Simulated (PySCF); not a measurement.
Stationary points of TiS₂

Level of theory: PBE0 in PySCF with Ti def2-TZVP, S def2-TZVP; no relativity; density-fitted integrals.

Relaxations began from a few typed shapes. The search is not exhaustive: other isomers or separated fragments can lie lower, and high-lying points may rest on an excited occupation.

| spin | group | bonds | angles | imaginary modes (cm⁻¹) | ΔE (kJ/mol) | ΔE with ZPE (kJ/mol) |
| --- | --- | --- | --- | --- | --- | --- |
| singlet | C2v | Ti–S 2.065 Å (×2) | S–Ti–S 113.5° | none | 0.0 | 0.0 |
| singlet | D∞h | Ti–S 2.117 Å (×2) | S–Ti–S 180.0° | 197i, 197i | 102.2 | – |
| singlet (closed shell, unstable to spin polarisation) | C2v | S–S 2.070 Å, Ti–S 2.213 Å (×2) | S–S–Ti 62.1° (×2), S–Ti–S 55.8° | none | 176.2 | 176.0 |

The lowest minimum found is the singlet C2v: Ti–S 2.065 Å (×2); S–Ti–S 113.5°.

Formally Ti is in oxidation state +4, d0. A d0 centre has no lone pair, yet it is C2v rather than linear: covalent bonding through the d orbitals favours lower symmetry. The polar-tensor charge on Ti, 1.33, is far below the formal one.
